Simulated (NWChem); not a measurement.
Molecule: CH4F2OSi; SMILES FC[Si@@H](O)F

```xyz
9

O      1.6325     0.5817     0.0019
Si     0.0496     0.4440     0.4282
F     -0.8382     1.6157    -0.2678
C     -0.7420    -1.1536    -0.1877
F     -0.0583    -2.2449     0.3086
H      1.8903     0.3807    -0.9022
H     -0.0034     0.6060     1.8965
H     -1.8000    -1.2098     0.1279
H     -0.7429    -1.1931    -1.2933
```
Atoms are numbered in this order, from 1.

Level: PBE0/def2-SVP (NWChem), optimised geometry, unscaled harmonic frequencies. 

| frequency (cm⁻¹) | IR intensity (km/mol) |
|---|---|
| 67 | 11.0 |
| 136 | 8.1 |
| 217 | 48.0 |
| 287 | 53.8 |
| 297 | 28.2 |
| 367 | 60.7 |
| 670 | 10.7 |
| 701 | 56.6 |
| 813 | 164.9 |
| 822 | 7.2 |
| 886 | 107.1 |
| 894 | 165.6 |
| 980 | 180.4 |
| 1108 | 79.8 |
| 1243 | 5.3 |
| 1322 | 2.5 |
| 1452 | 6.4 |
| 2325 | 109.2 |
| 3041 | 16.1 |
| 3100 | 15.3 |
| 3940 | 113.9 |

- zero-point energy = 35.2 kcal/mol
- thermal correction to the enthalpy at 298.15 K (with zero-point energy) = 40.0 kcal/mol
- heat capacity Cv = 21.6 cal/(mol K)
- entropy at 298.15 K and 1 atm (symmetry number 1) = 80.9 cal/(mol K)
- dipole moment = 1.55 D

Rigid rotor and harmonic oscillator; modes under 100 cm⁻¹ make the entropy uncertain.
